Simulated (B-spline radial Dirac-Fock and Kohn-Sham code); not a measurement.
Calculated with a radial B-spline solver, using the Dirac equation of a negative muon with reduced mass in the field of a spherical finite nucleus, with the Uehling potential to all orders; nuclear polarisation, deformation, hyperfine structure, self-energy, higher-order vacuum polarisation, relativistic recoil and electron screening are left out. The nuclear charge is a Fermi distribution (skin thickness 2.3 fm).

Task: A muonic atom of atomic mass 121.91 u emits these computed lines: 2p3/2 → 1s1/2 3351 keV, 3d5/2 → 2p3/2 943.6 keV, 4f7/2 → 3d5/2 331.5 keV, 5g9/2 → 4f7/2 152.9 keV. Which element is it, and what rms charge radius was used?

Result: Indium (Z = 49, nuclide ¹²²In); the high transitions hardly feel the nucleus and fix Z. The 2p → 1s line lies 1927 keV below the value for a point nucleus without QED, which for this nuclear model gives a radius near 4.65 fm (4.6534 fm was used).
